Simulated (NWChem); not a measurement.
C2HCl2, doublet; SMILES Cl/[C]=C/Cl

```xyz
5

Cl    -0.0020    -2.1590     0.0000
C     -0.2759    -0.5171     0.0000
C      0.5044     0.5475     0.0000
Cl    -0.1234     2.1544     0.0000
H      1.5992     0.4861     0.0000
```
Atoms are numbered in this order, from 1.

All runs: NWChem. Spin-unrestricted. In the optimisation the excess spin sits in a' (Cs, its own frame). Geometry: optimised at PBE0/def2-SVP, spin-unrestricted. No stability test was run on the SCF state. Fermi-contact couplings, non-relativistic, static geometry.

Problem. What does the run give for PBE0/IGLO-III? Quantities: A(iso) 35Cl atom 1 (MHz); A(iso) 13C atom 2 (MHz); A(iso) 13C atom 3 (MHz); A(iso) 35Cl atom 4 (MHz); A(iso) 1H atom 5 (MHz); <S²>.

Solution. The A(iso) 35Cl atom 1 (MHz) is 29.0 and the A(iso) 13C atom 2 (MHz) comes out as 458. The A(iso) 13C atom 3 (MHz) is -3, the A(iso) 35Cl atom 4 (MHz) is 11.0 and the A(iso) 1H atom 5 (MHz) comes out as 98. The <S²> is 0.767.
